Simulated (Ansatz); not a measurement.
Mulliken charges of C₂H₅BGe (`[BH]1C=[CH][GeH2]1`) from B3LYP/def2-TZVPP in Ansatz (PBE0-D4/def2-TZVP geometry).

```json
{"atom": "B1", "x (Å)": "-0.759", "y (Å)": "0.858", "z (Å)": "-0.545", "charge (e)": "0.007"}
{"atom": "C2", "x (Å)": "0.758", "y (Å)": "0.768", "z (Å)": "-0.667", "charge (e)": "-0.117"}
{"atom": "C3", "x (Å)": "1.028", "y (Å)": "-0.158", "z (Å)": "0.293", "charge (e)": "-0.164"}
{"atom": "Ge4", "x (Å)": "-0.771", "y (Å)": "-0.962", "z (Å)": "0.434", "charge (e)": "0.066"}
{"atom": "H5", "x (Å)": "-1.478", "y (Å)": "1.802", "z (Å)": "-0.666", "charge (e)": "0.036"}
{"atom": "H6", "x (Å)": "1.499", "y (Å)": "1.413", "z (Å)": "-1.134", "charge (e)": "0.100"}
{"atom": "H7", "x (Å)": "1.983", "y (Å)": "-0.269", "z (Å)": "0.806", "charge (e)": "0.113"}
{"atom": "H8", "x (Å)": "-0.843", "y (Å)": "-2.261", "z (Å)": "-0.385", "charge (e)": "-0.012"}
{"atom": "H9", "x (Å)": "-1.328", "y (Å)": "-1.239", "z (Å)": "1.846", "charge (e)": "-0.029"}
```

Problem. By hand: the dipole of these point charges (1 e Å = 4.8032 D).

Solution. Σ q r = (0.056, 0.117, -0.040) e Å, of length 0.136 e Å = 0.65 D.

Problem. How does the dipole of the full density compare? (Best estimate.)

Solution. Computed: (0.188, 0.039, 0.011) e Å, 0.92 D; the point charges give 0.71 times that, at 56° from its direction.

Point charges leave out the atoms' own dipoles, such as those of lone pairs, and Mulliken's split depends on the basis, so the two needn't agree.

B3LYP here is the variant with VWN-RPA as its local correlation; programs differ in this.
